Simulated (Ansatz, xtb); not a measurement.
# BH6SbSi2: which of two structures lies lower

Structure X is `B1[SiH2][SbH][SiH2]1`, a singlet and structure Y is a singlet given by its coordinates. Both are isolated molecules in the gas phase, relaxed with B3LYP-D3(BJ)/def2-SVP.

X (Å):

| atom | x (Å) | y (Å) | z (Å) |
| --- | --- | --- | --- |
| B | 1.0263 | 0.6981 | 1.0749 |
| Sb | -0.2156 | -1.4359 | -0.2445 |
| Si | -0.7871 | 1.0779 | 0.4757 |
| Si | 2.1183 | -0.1269 | -0.3102 |
| H | -1.9384 | 1.2627 | 1.4002 |
| H | 3.3411 | -0.9267 | -0.0278 |
| H | -1.0490 | 1.7324 | -0.8367 |
| H | -0.0300 | -2.0333 | 1.3576 |
| H | 2.1429 | 0.4087 | -1.7001 |
| H | 1.2010 | 0.3714 | 2.2219 |

Y (Å):

```xyz
10

B     0.1978    2.2778   -0.0869
Sb    0.5382    4.4321   -1.3144
Si   -0.4707    2.3369   -2.1875
Si    2.1278    2.6669   -0.2614
H     0.2233    1.3552   -3.0673
H    -1.9445    2.2278   -2.3558
H    -0.0283    1.2713   -0.8475
H    -0.5693    2.2651    0.8342
H     2.8932    3.2799    0.8559
H     3.0001    1.8532   -1.1530
```

Close contacts (Å): B1–Sb2 2.50, B1–Si3 2.21, B1–Si4 1.98, Sb2–Si3 2.48, Sb2–Si4 2.60, B1–H7 1.28, B1–H8 1.20, Si3–H5 1.49, Si3–H6 1.49, Si3–H7 1.77, Si4–H9 1.49, Si4–H10 1.49.

Energies in hartree; the thermal terms are from B3LYP-D3(BJ)/def2-SVP harmonic frequencies (ideal gas, rigid rotor, one conformer each, 298.15 K, 1 atm) and include the zero-point energy:

|  | X | Y |
| --- | --- | --- |
| E, CCSD(T)/def2-SVP | −845.544836 | −845.541369 |
| E, MP2/def2-SVP | −845.466472 | −845.468869 |
| E, MP2/def2-TZVPP | −846.006628 | −846.014114 |
| zero-point energy | 0.053636 | 0.055497 |
| H(298 K) − E | 0.061731 | 0.063330 |
| G(298 K) − E | 0.021635 | 0.023828 |

Problem. Correct the CCSD(T) difference for the basis set by the MP2 change, then work out ΔE, ΔE₀, ΔH and ΔG for X → Y in kcal/mol (1 Eh = 627.51 kcal/mol) and the equilibrium ratio [Y]/[X].

Solution. 1. Differences Y − X: CCSD(T) +0.003467, MP2 in the small set −0.002397, MP2 in the large set −0.007486 Eh.
2. ΔE = +0.003467 + (−0.007486 − (−0.002397)) = −0.001622 Eh = −1.02 kcal/mol.
3. ΔE₀ = ΔE + ΔZPE = −0.001622 + (+0.001861) Eh = +0.15 kcal/mol.
4. ΔH = ΔE + (+0.001599) Eh = −0.01 kcal/mol.
5. ΔG = ΔE + (+0.002193) Eh = +0.36 kcal/mol, so ΔS = (ΔH − ΔG)/T = −5.2 J/(mol K).
6. kT = 0.9442 mEh, so K = [Y]/[X] = exp(−ΔG/kT) = exp(−0.60) ≈ 0.55.

The two are too close for this level to say which is favoured. An error of 1 kcal/mol in ΔG would change K by a factor of 5.4. The basis-set step is large, which makes the value less sure. B3LYP-D3(BJ)/def2-SVP, HF/def2-SVP, CCSD(T)/def2-SVP gave ΔE the other sign. Mirror images and further conformers aren't counted.

Other levels gave ΔE = +3.7 (B3LYP-D3(BJ)/def2-SVP); +9.6 (HF/def2-SVP); −1.5 (MP2/def2-SVP); +2.2 (CCSD(T)/def2-SVP) kcal/mol. The correlated steps freeze 15 core orbitals; the filled d shell of Sb is correlated, in a basis made for valence electrons. Atoms past krypton carry core potentials in the def2 sets, without spin–orbit terms. Programs: Ansatz 0.2.0.
